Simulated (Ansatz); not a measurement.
`[SiH3]C1B[SiH2][SiH2]1` + `C[N](C)[Y]([OH])[OH]` → `C[N](C)[Y]([OH])[O][SiH3]` + `B1C[SiH2][SiH2]1`  (ligand exchange at the Si–C bond)

Gas-phase electronic energies from Ansatz, PBE0-D4/def2-TZVP geometries. CCSD(T)/CBS adds triple-zeta CCSD(T) − MP2 to the extrapolated MP2 energy (def2 sets, frozen cores). DFT in def2-TZVPP. Elements past krypton have def2 core potentials. For Y outer-core shells are correlated without core-valence functions, which leaves a few kJ/mol of doubt a bond. Each species was taken in one conformer, which may not be the lowest.

| species | PBE0-D4 energy (Eh) |
| --- | --- |
| `[SiH3]C1B[SiH2][SiH2]1` | -936.41598 |
| `C[N](C)[Y]([OH])[OH]` | -324.49792 |
| `C[N](C)[Y]([OH])[O][SiH3]` | -615.11964 |
| `B1C[SiH2][SiH2]1` | -645.82856 |

(1) Work out ΔE.

Largest T1 diagnostic among the species: 0.015.

## Answers

(1) ΔE = (-615.11964) + (-645.82856) − (-936.41598) − (-324.49792) = -0.03430 Eh = -0.93 eV. CCSD(T)/CBS gives -1.00 eV.

From PBE to PBE0 (25 % exact exchange), in def2-TZVPP and without D4, ΔE moves by −0.03 eV. The D4 term adds +0.11 eV with B3LYP and +0.06 eV with PBE0; it sums over pairs of atoms, weighted by their polarisabilities, and B3LYP, whose exchange is more repulsive, gets the larger term.

B3LYP here is the variant with VWN-RPA as its local correlation; programs differ in this.
